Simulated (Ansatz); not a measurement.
Ansatz (a quantum-chemistry and plane-wave program) job for C₃H₃, SMILES [CH]1[CH][CH]1 (connectivity only; charge and spin as stated), neutral, multiplicity 2, CAM-B3LYP/def2-TZVPD. Geometry optimised at B3LYP-D3(BJ)/def2-TZVP.

Ansatz 0.2 input:
```yaml
crystal:
  periodic: [false, false, false]
  atoms:
    - {symbol: C, position_ang: [-0.87347755, -0.13742835, 0.00000000]}
    - {symbol: C, position_ang: [0.41786385, 0.01286677, -0.65389594]}
    - {symbol: C, position_ang: [0.41786386, 0.01286677, 0.65389593]}
    - {symbol: H, position_ang: [-1.73297316, 0.53133257, 0.00000001]}
    - {symbol: H, position_ang: [0.97973609, 0.06941815, -1.56962876]}
    - {symbol: H, position_ang: [0.97973608, 0.06941815, 1.56962876]}
basis:
  gaussian:
    orbitals: def2-TZVPD
hamiltonian:
  xc: {name: CAM-B3LYP}
magnetization: {spin_polarized: true, initial_magnetization: 1}
```

Program output:

```
WARN ansatz: RAYON_NUM_THREADS=1 ignored (pool sized by the plan → 1); use --threads N
Functional definition: CAM-B3LYP
integrals: 0.04 GiB planned
675 factors; their error is unknown
integrals: 0.07 GiB planned
294 factors; integrals over basis functions are off by at most 1.1e-5 eV
mean field: 0.61 GiB planned
mean field evaluation 1: about -3150.5574 eV, gradient 2.9e1 eV
mean field evaluation 2: about -3151.5827 eV, gradient 2.5e1 eV
mean field evaluation 4: about -3154.5307 eV, gradient 1.0e0 eV
mean field evaluation 8: about -3154.5213 eV, gradient 4.0e-1 eV
mean field evaluation 16: about -3154.5219 eV, gradient 1.6e-4 eV
mean field -3154.52191510 eV, -115.9265421683 hartree, gradient 1.4e-5 eV, S^2 0.753555; 0 other end points of the search recorded, 0 dependent functions left out
reference -3154.52202182 eV, -115.9265460901 hartree; 11, 10 occupied and 127, 128 virtual orbitals, 675 factors
Total energy: -3154.52202182 eV, -115.9265460901 hartree
```

The run converged.
